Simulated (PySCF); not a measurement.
Labels have come off several samples. The candidates:

A. SMILES N#Cc1ccnn1C1CC1
B. SMILES C#Cc1nc(C)nnc1C
C. SMILES C=C/C=C\CC

Spectrum 1. $^{13}$C{$^{1}$H} NMR (computed): δ 143.4 (CH), 139.6 (CH), 136.1 (CH), 124.1 (CH2), 26.3 (CH2), 16.9 (CH3).

Spectrum 2. $^{13}$C{$^{1}$H} NMR (computed): δ 141.9 (CH), 121.2 (CH), 120.2 (C), 116.6 (C), 33.7 (CH), 11.8 (CH2).

Spectrum 3. $^{13}$C{$^{1}$H} NMR (computed): δ 170.3 (C), 163.5 (C), 146.0 (C), 100.2 (CH), 84.3 (C), 26.4 (CH3), 23.3 (CH3).

Theory: GFN2-xTB geometry, NMR shieldings at PBE0/pcSseg-1/GIAO, in PySCF 2.14 (gas phase, non-relativistic, one computed conformer, fast rotation and ring inversion assumed for equivalent nuclei).

Referencing at the same level of theory: TMS for $^{13}$C (σref 186.93). Shifts are as computed. Against solution values, carbons near 30 ppm lie about +3 ppm off and those near 130 ppm about +5 ppm. Of 1211 compounds with measured shifts, 218 miss one by over three times the rms of a fit or turn the order of signals round; such compounds aren't used in these exercises.

Q: Match each spectrum to its structure.

A: 1–C, 2–A, 3–B.

- Spectrum 1 (C): 6 $^{13}$C signals; δC 143.4 is an alkene CH; δC 139.6 is an alkene CH.
- Spectrum 2 (A): 6 $^{13}$C signals; δC 141.9 is an aromatic CH next to a ring nitrogen; δC 116.6 is a nitrile carbon.
- Spectrum 3 (B): 7 $^{13}$C signals; δC 100.2 is a terminal alkyne carbon; δC 84.3 is an alkyne carbon.
